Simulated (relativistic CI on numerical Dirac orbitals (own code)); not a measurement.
**Energy levels of Se²⁰⁺**

These numbers are calculated, not measured: Dirac-Coulomb-Breit CI, KLI orbitals optimised for each configuration, model QED (radiative potential, 1s self-energy scaled to tabulated hydrogen-like ionisation energies), unscaled Slater integrals (own radial code, finite nucleus).

CI space (outside the closed core [Ne]): 3s2.3p2, 3s.3p3, 3s2.3p.3d, 3p4, 3s.3p2.3d, 3p3.3d, 3s.3p.3d2, 3s2.3d.4p, 3p3.4s, 3s2.3p.4s, 3s.3p.3d.4s, 3p3.4p, 3s2.3p.4p, 3s2.3d2, 3s.3d3, 3p2.3d2, 3p.3d3, 3p.3d2.4s, 3p.3d2.4p, 3s2.3d.4s, 3s.3d2.4s. Double excitations out of closed p, d and f shells are left out; levels of such configurations are missing from the list, as are those of other unlisted configurations, and high levels can miss mixing partners.

The lowest level is 3s2.3p2 3P_0, with 86 % of that term; Hund's rules for 3s2.3p2 give 3P with J = 0, in agreement.

```
No.      Configuration  Term  J  E (cm⁻¹)   %       jj configuration (%)
  1            3s2.3p2    3P  0         0  86               3p1/2^2 (91)
  2            3s2.3p2    3P  1     48310  97           3p1/2 3p3/2 (97)
  3            3s2.3p2    3P  2     72062  65           3p1/2 3p3/2 (86)
  4            3s2.3p2    1D  2    143665  65               3p3/2^2 (86)
  5            3s2.3p2    1S  0    209779  85               3p3/2^2 (90)
  6        3s.3p3(4S°)   5S°  2    400636  92              3s 3p3/2 (45)
  7        3s.3p3(2D°)   3D°  1    506314  72              3s 3p3/2 (51)
  8        3s.3p3(2D°)   3D°  2    510254  70      3s 3p1/2 3p3/2^2 (58)
  9        3s.3p3(2D°)   3D°  3    529445  88      3s 3p1/2 3p3/2^2 (88)
 10        3s.3p3(2P°)   3P°  0    588293  89      3s 3p1/2 3p3/2^2 (89)
 11        3s.3p3(2P°)   3P°  1    594463  74      3s 3p1/2 3p3/2^2 (65)
 12        3s.3p3(2P°)   3P°  2    595509  41      3s 3p1/2 3p3/2^2 (34)
 13          3s2.3p.3d   1D°  2    649412  32            3s 3p3/2^3 (43)
 14        3s.3p3(4S°)   3S°  1    706061  61      3s 3p1/2 3p3/2^2 (60)
 15          3s2.3p.3d   3F°  2    708076  89           3p1/2 3d3/2 (65)
 16          3s2.3p.3d   3F°  3    731803  93           3p1/2 3d5/2 (62)
 17          3s2.3p.3d   3F°  4    776530  98           3p3/2 3d5/2 (98)
 18        3s.3p3(2P°)   1P°  1    780258  50            3s 3p3/2^3 (56)
 19          3s2.3p.3d   3P°  2    794352  49           3p1/2 3d5/2 (74)
 20          3s2.3p.3d   3D°  1    807279  54           3p1/2 3d3/2 (69)
 21          3s2.3p.3d   3D°  2    845104  33           3p3/2 3d3/2 (52)
 22          3s2.3p.3d   3P°  0    849268  88           3p3/2 3d3/2 (88)
 23          3s2.3p.3d   3D°  3    856782  79           3p3/2 3d5/2 (44)
 24          3s2.3p.3d   3P°  1    858009  56           3p3/2 3d3/2 (73)
 25          3s2.3p.3d   3P°  2    867616  36           3p3/2 3d5/2 (57)
 26          3s2.3p.3d   1F°  3    929614  91           3p3/2 3d5/2 (45)
 27          3s2.3p.3d   1P°  1    956099  80           3p3/2 3d5/2 (68)
 28                3p4    3P  2   1012647  46               3p3/2^2 (58)
 29  3s.3p2(3P)<4P>.3d    5F  1   1042078  88      3s 3p1/2^2 3d3/2 (56)
 30  3s.3p2(3P)<4P>.3d    5F  2   1051871  84  3s 3p1/2 3p3/2 3d3/2 (37)
 31                3p4    3P  0   1063967  45               3p3/2^2 (41)
 32                3p4    3P  1   1066191  47         3p1/2 3p3/2^3 (47)
 33  3s.3p2(3P)<4P>.3d    5F  3   1066775  80  3s 3p1/2 3p3/2 3d3/2 (38)
 34                3p4    1D  2   1084883  46         3p1/2 3p3/2^3 (51)
 35  3s.3p2(3P)<4P>.3d    5F  4   1090323  86  3s 3p1/2 3p3/2 3d5/2 (74)
 36  3s.3p2(3P)<4P>.3d    5D  0   1099540  90  3s 3p1/2 3p3/2 3d3/2 (75)
 37  3s.3p2(3P)<4P>.3d    5D  1   1102632  85  3s 3p1/2 3p3/2 3d3/2 (58)
 38  3s.3p2(3P)<4P>.3d    5D  2   1103898  70  3s 3p1/2 3p3/2 3d3/2 (47)
 39  3s.3p2(3P)<4P>.3d    5D  3   1106431  58  3s 3p1/2 3p3/2 3d3/2 (43)
 40  3s.3p2(3P)<4P>.3d    5F  5   1116462  95  3s 3p1/2 3p3/2 3d5/2 (54)
 41  3s.3p2(3P)<4P>.3d    5D  4   1119597  64  3s 3p1/2 3p3/2 3d5/2 (53)
 42  3s.3p2(1D)<2D>.3d    3F  2   1134190  84  3s 3p1/2 3p3/2 3d5/2 (38)
 43  3s.3p2(1D)<2D>.3d    3F  3   1153884  72  3s 3p1/2 3p3/2 3d5/2 (51)
 44  3s.3p2(3P)<4P>.3d    5P  3   1174708  76  3s 3p1/2 3p3/2 3d5/2 (46)
 45  3s.3p2(3P)<4P>.3d    5P  2   1184120  87  3s 3p1/2 3p3/2 3d3/2 (38)
```

Energies count from the lowest computed level; ° marks odd parity. Percentages are summed over parent terms; the parents shown are those of the largest component, closed shells are left out there, and <> holds an intermediate term. Filled j subshells are mostly left out of the jj labels.

The mean weight of the leading LS term, summed over parents, in these 45 levels is 72 %, and that of the leading jj configuration (from the same eigenvectors) 61 %, so LS coupling describes them better.

At this charge energies of transitions that change n are usually good to better than 1 %, and those within a shell (Δn = 0) to a few per cent.

LS names give the leading component of a level, which can be under half, so a name can repeat, a term be missing and a line seem to break the LS rules.
